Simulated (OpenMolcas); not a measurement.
Computed levels of 4d4 in ions with 40 electrons, in cm-1 above 5D0.

```yaml
Program: OpenMolcas
Method: CASSCF
Basis: ANO-R2
Scalar_Hamiltonian: X2C, finite nucleus
Spin-orbit_coupling: RASSI with atomic mean-field integrals over the reference wave functions, term energies averaged over their components
```

Active space for each ion: 4 electrons in 10 orbitals (4d 5d).

```csv
Level,Ru4+,Rh5+,Ag7+
5D1,456,631,1140
5D2,1250,1687,2883
5D3,2271,3005,4915
5D4,3452,4494,7099
3P0(1),19814,21437,24713
3H4,19950,21879,25887
3H5,21029,23356,28475
3H6,21960,24550,30291
3P1(1),22204,24552,29642
```

Task: Estimate 5D4, 3P0(1), 3H4 for Pd6+ from its neighbours Rh5+ and Ag7+.

Result: 5D4 is fine structure, which grows about as the fourth power of a screened charge, so the fourth roots are averaged: ((4494^0.25 + 7099^0.25) / 2)^4 = 5685. The calculation gives 5836, so the estimate is off by -2.6 %.
3P0(1) is another term, which grows about linearly with the charge: (21437 + 24713) / 2 = 23075. The calculation gives 22933, so the estimate is off by +0.6 %.
3H4 is another term, which grows about linearly with the charge: (21879 + 25887) / 2 = 23883. The calculation gives 23803, so the estimate is off by +0.3 %.

Without dynamic correlation excited terms often stand tens of per cent too high (terms of higher spin than the ground term too low), and those without a measured partner can miss by more than the paired ones. Active for correlation alone: 5d; no level in the range computed is led by a configuration that fills it, so any true level of that kind is missing. Levels of configurations outside the active space are missing.

A number in round brackets counts repeated terms of one configuration in the order of the reference energies.
